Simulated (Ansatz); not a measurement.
Cartesian coordinates in Å:
```
C 0.267 0.501 -1.389
C -0.016 0.405 0.088
Al 0.744 -0.144 1.772
C -0.719 -0.821 0.694
F -0.370 -1.960 0.004
F -2.075 -0.785 0.710
H 0.883 1.376 -1.609
H -0.652 0.580 -1.979
H 0.807 -0.381 -1.738
H -0.610 1.261 0.457
H 1.741 -0.032 2.989
```

Charge 0, multiplicity 1.

Q: List the B3LYP/def2-TZVPP orbital energies in eV (Ansatz 0.2.0). (Estimate.)

A: Ansatz gave: Occupied: -1525.00, -671.48, -671.39, -280.27, -276.80, -276.65, -113.00, -73.75, -73.55, -73.51, -33.61, -32.10, -21.32, -18.71, -16.23, -14.62, -13.62, -13.29, -11.73, -11.42, -11.16, -11.00, -10.66, -10.48, -9.85, -7.21, -6.30. Lowest empty: -1.98, -0.84, -0.32, 1.25, 2.06, 2.31, 2.53, 3.01.

B3LYP here is the variant with VWN-RPA as its local correlation; programs differ in this.
